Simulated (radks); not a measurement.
The numbers below are computed, except where a source is named.
Spherical jellium clusters: N electrons in a uniform positive sphere of charge N and radius rs N^(1/3), rs = 4.08 bohr. Level of theory: non-relativistic Kohn-Sham, PBE, spin-polarised, spherical densities (a radial shooting solver with Libxc functionals). Levels are named by radial order and angular momentum (1s, 1p, 1d, 2s, ...), and open shells are averaged over m.

N = 4, configuration 1s2 1p(up 2, down 0). This is the lowest configuration that the search found. Occupied and some empty levels:

level    occupation  eigenvalue (eV)  <r> (bohr)
1s up             1          -4.2334       4.747
1s down           1          -3.7073       4.364
1p up             2          -2.6720       5.901
1p down           0          -1.8917       5.925
1d up             0         -0.92527       7.552
2s up             0         -0.74040       9.314

Energy (eV): total -6.33035, kinetic 7.0770, external -77.409, Hartree 37.428, exchange-correlation -13.760, background 40.334.
